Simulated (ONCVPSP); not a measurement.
# What one change does to a pseudopotential (zinc, ONCV)

- Element: zinc
- Generator: ONCVPSP 4.0.1
- Type: optimised norm-conserving Vanderbilt (ONCV)
- Functional: LDA (Perdew-Zunger)
- Relativity: fully relativistic
- Frozen core: [Ne]
- Valence charge: 20
- Reference configuration: 3s2 3p6 3d10 4s0.5 (charge +1.5)
- Partial waves: 3s+4s: rc 1.10 bohr, ncon 4, nbas 8, qcut 12.4 1/bohr, 3 projectors, debl 2.7 Ha; 3p: rc 0.65 bohr, ncon 5, nbas 8, qcut 11.2 1/bohr, 2 projectors, debl 0.9 Ha; 3d: rc 1.50 bohr, ncon 3, nbas 8, qcut 12.1 1/bohr, 3 projectors, debl 3.5 Ha
- Local potential: polynomial inside 0.65 bohr (lpopt 5, dvloc0 0 Ha)
- Core correction: Teter function, parameters optimised by the program

Open shells are filled in proportion to 2j + 1.

In the p channel the program set the typed energies aside and used -3.581, 0.250 Ha (j = l + 1/2; the other j can differ).

Change: all radii but the core radius scaled by about 1.23 (s 1.36, p 0.80, d 1.84 bohr); local potential polynomial inside 0.80 bohr (lpopt 5, dvloc0 0 Ha).

Cutoffs: the cutoffs (Ha) at which the residual kinetic energy of the hardest occupied pseudo-wave falls to 1 and 0.1 mHa per electron; they do not see the model core or the augmentation charge, which bear on the density cutoff. Errors are all-electron minus pseudo energies relative to the spin-unpolarised reference configuration.

Problem. How do hardness, ghosts and transferability respond?

Solution. The potential gets softer (255 Ha and 400 Ha → 133 Ha and 283 Ha); of the 4 tests that both files solve, the error grows in 0 and shrinks in 3 by more than 15 % and 0.3 meV (median size 69.8 → 4.4 meV); neither file shows a bound ghost. A larger radius leaves more room for a smooth pseudo-wave, so fewer plane waves are needed. That the errors move this way runs against the usual rule that smaller radii transfer better.

| quantity | base | changed |
| --- | --- | --- |
| cutoff, loose | 255 Ha | 133 Ha |
| cutoff, tight | 400 Ha | 283 Ha |
| loose cutoff by channel | s 50 Ha, p 255 Ha, d 52 Ha | s 37 Ha, p 133 Ha, d 44 Ha |
| bound ghosts | none | none |
| GHOST(+) flags under 300 eV | none | none |
| error for 3s2 3p6 3d10 4s2, meV [ΔE -18.46 eV] | -107 | +7.4 |
| error for 3s2 3p6 3d10 4s1, meV [ΔE -8.27 eV] | -20 | +1.0 |
| error for 3s2 3p6 3d10 4s0, meV [ΔE 10.50 eV] | -32 | +1.5 |
| error for 3s2 3p5 3d10 4s2, meV [ΔE 73.49 eV] | -269 | -305 |
| rms error of d²Exc/dni dnj with the model core, mHa | 1.22 | 2.92 |
